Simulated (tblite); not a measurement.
Compound: C₆H₅BrO₃.
Z-matrix (Å and degrees, GFN2-xTB geometry), rows numbered from 1:
```
C 
O   1  1.4136
C   2  1.3447  1  116.21
C   3  1.3825  2  124.10  1   179.90
O   4  1.3303  3  110.77  2  -180.00
C   5  1.3451  4  107.61  3     0.01
C   6  1.4323  5  121.37  4   179.97
O   7  1.1888  6  128.88  5   179.98
Br  7  1.9669  6  111.51  5    -0.03
C   6  1.3857  5  110.19  4    -0.00
H   1  1.0878  2  105.77  3   179.97
H   1  1.0938  2  111.23  3   -61.17
H   1  1.0938  2  111.24  3    61.11
H   4  1.0711  3  130.88  2     0.01
H  10  1.0702  3  128.95  2    -0.03
```

Method: GFN2-xTB as coded in tblite; computed harmonic values from a numerical Hessian at the method's own geometry, unscaled. Errors from tens to a few hundred cm⁻¹ against measured bands are possible. One conformer, not necessarily the lowest.

Harmonic wavenumbers (cm⁻¹): 42.0, 95.4, 107.7, 134.3, 170.5, 201.7, 307.9, 329.1, 341.3, 452.7, 537.6, 547.6, 614.2, 645.1, 651.7, 738.1, 758.7, 814.6, 972.7, 978.4, 1063.5, 1107.3, 1122.7, 1135.5, 1160.8, 1249.2, 1307.3, 1372.9, 1398.2, 1463.2, 1463.7, 1476.1, 1581.4, 1807.0, 2947.8, 2959.6, 3041.7, 3187.7, 3197.2.

A = 2971, B = 422.9, C = 371.1 MHz; mass 203.942 u (most abundant isotopes); point group Cs, symmetry number 1.

Task: Zero-point energy?

Result: ½Σν̃ = 21742 cm⁻¹ = 62.16 kcal/mol.

Task: Give the ideal-gas entropy at 500 K and 1 bar in the rigid-rotor, harmonic-oscillator model (classical rotation).

Result: Translation 44.44, rotation 32.45, vibration 45.88: S = 122.8 cal/(mol K).

Task: And Cp and H(500 K) − H(0)?

Result: Cp = 50.54 cal/(mol K), of which vibrations give 42.59 (their classical limit is 39 R = 77.5); H(500 K) − H(0) = 15.53 kcal/mol without the zero-point energy, 11.56 from vibrations.

Task: Which modes carry the vibrational entropy at 500 K?

Result: 42.0 cm⁻¹: 6.19; 95.4 cm⁻¹: 4.56; 107.7 cm⁻¹: 4.32; 134.3 cm⁻¹: 3.89; 170.5 cm⁻¹: 3.42; 201.7 cm⁻¹: 3.10 cal/(mol K); the other 33 give 20.40 together.

Task: What must be added to the electronic energy to get the Gibbs energy at 500 K and 1 bar?

Result: ZPE + [H(500 K) − H(0)] − T·S = 62.16 + 15.53 − 61.39 = 16.30 kcal/mol.

Hindered rotation and anharmonicity are outside this model. Other conformers, if any are populated, would add a mixing term that is left out.

On one thread, AMD EPYC 9R14 (x86_64), no GPU, on a shared host, this took 0.52 s. This covers the Hessian and the dipole derivatives.
